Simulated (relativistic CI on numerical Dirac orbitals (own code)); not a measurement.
Main line and satellite in the 2p photoemission of Cu²⁺: a two-state model

Problem. An octahedral Cu²⁺ site (d9) has Δ = 0.9, V(eg) = 2.15, 10Dq = 0.75, 10Dq(ligand) = 1.4 and a core-hole attraction U_cd = 8.8 eV; the hopping is scaled by 0.9 in the final state. Δ is defined between configuration averages. Find the d count, the distance of the satellite and its intensity.

Working.
1. The hole has eg symmetry. Its energy is −0.6 × 10Dq in d9 and Δ − 0.6 × 10Dq(ligand) in d10L, so the gap is Δ' = 0.51 eV.
2. Ground state cos θ |d9⟩ − sin θ |d10L⟩ with tan 2θ = 2V/Δ', θ = 41.6°: weights 0.559 and 0.441, n_d = 9.441.
3. The core hole pulls d10L down by U_cd: the gap becomes Δ' − U_cd = -8.29 eV, the hopping is V' = 1.94 eV, and tan 2θ' = 2V'/(Δ' − U_cd) gives θ' = 77.5°.
4. The two final states lie W = √[(Δ' − U_cd)² + 4V'²] = 9.15 eV apart. The lower, mostly d10L, is the main line.
5. In the sudden approximation the intensities are cos²(θ' − θ) and sin²(θ' − θ), so satellite/main = tan²(35.9°) = 0.52.

Check. The full cluster calculation (with spin-orbit coupling and 2p-3d multiplets, which spread the d9 satellite) gives n_d = 9.440; in its broadened 2p3/2 spectrum, cut halfway, the centroids lie 9.11 eV apart with an area ratio of 0.54.
